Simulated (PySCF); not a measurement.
First hyperpolarisability: SMILES c1ccc(C=C=C=CC=S)s1, C₉H₆S₂

Molfile (atoms numbered from 1):
```
C9H6S2
     RDKit          3D

 17 17  0  0  0  0  0  0  0  0999 V2000
    4.7114    2.1402   -0.4682 S   0  0  0  0  0  0  0  0  0  0  0  0
    3.2695    1.3946   -0.2816 C   0  0  0  0  0  0  0  0  0  0  0  0
    3.0335    0.2615    0.5643 C   0  0  0  0  0  0  0  0  0  0  0  0
    1.8228   -0.3107    0.6791 C   0  0  0  0  0  0  0  0  0  0  0  0
    0.6862   -0.8426    0.7831 C   0  0  0  0  0  0  0  0  0  0  0  0
   -0.5260   -1.4008    0.8877 C   0  0  0  0  0  0  0  0  0  0  0  0
   -1.6956   -0.9490    0.1875 C   0  0  0  0  0  0  0  0  0  0  0  0
   -1.8308    0.1036   -0.7052 C   0  0  0  0  0  0  0  0  0  0  0  0
   -3.1475    0.2423   -1.1930 C   0  0  0  0  0  0  0  0  0  0  0  0
   -4.0069   -0.6999   -0.6734 C   0  0  0  0  0  0  0  0  0  0  0  0
   -3.2150   -1.7574    0.4106 S   0  0  0  0  0  0  0  0  0  0  0  0
    2.3843    1.7578   -0.8285 H   0  0  0  0  0  0  0  0  0  0  0  0
    3.8830   -0.1381    1.1301 H   0  0  0  0  0  0  0  0  0  0  0  0
   -0.6387   -2.2649    1.5542 H   0  0  0  0  0  0  0  0  0  0  0  0
   -0.9915    0.7420   -0.9841 H   0  0  0  0  0  0  0  0  0  0  0  0
   -3.4609    1.0079   -1.9036 H   0  0  0  0  0  0  0  0  0  0  0  0
   -5.0701   -0.8214   -0.8779 H   0  0  0  0  0  0  0  0  0  0  0  0
  1  2  2  0
  2  3  1  0
  3  4  2  0
  4  5  2  0
  5  6  2  0
  6  7  1  0
  7  8  2  0
  8  9  1  0
  9 10  2  0
 10 11  1  0
 11  7  1  0
  2 12  1  0
  3 13  1  0
  6 14  1  0
  8 15  1  0
  9 16  1  0
 10 17  1  0
M  END
```

Level of theory: quadratic response CAM-B3LYP/aug-cc-pVDZ first hyperpolarisability, Taylor convention, gas phase (PySCF). Geometry: PBE0-D3(BJ)/def2-SVP.

What is the first hyperpolarisability, and how does it disperse?

In au, Taylor convention; the vector part is βᵢ = ⅓ Σⱼ (βᵢⱼⱼ + βⱼᵢⱼ + βⱼⱼᵢ); β∥ is 3/5 of the vector part along the dipole, the dipole points from − to +:
| process | λ (nm) | β vector norm | β∥ | β HRS | depolarisation ratio |
| --- | --- | --- | --- | --- | --- |
| static β(0;0,0) | ∞ | 4824.2 | 2886.8 | 1916.0 | 5.83 |
| second harmonic β(−2ω;ω,ω) | 1907 | 6412.2 | 3837.3 | 2560.7 | 5.63 |
| Pockels β(−ω;ω,0) | 1907 | 5280.1 | 3159.7 | – | – |
| Pockels β(−ω;ω,0) | 1064 | 6550.1 | 3919.9 | – | – |

Second harmonics within 0.3 eV of the first excitation or beyond it are left out.

Which lowest excitations, dipole and polarisabilities go with it?

S1 2.02 eV (f = 0.000); S2 3.10 eV (f = 1.091); S3 3.65 eV (f = 0.000); dipole 5.55 D; isotropic α 220.2 au static, 224.7 au at 1907 nm, 236.0 au at 1064 nm, 240.6 au at 953.5 nm.
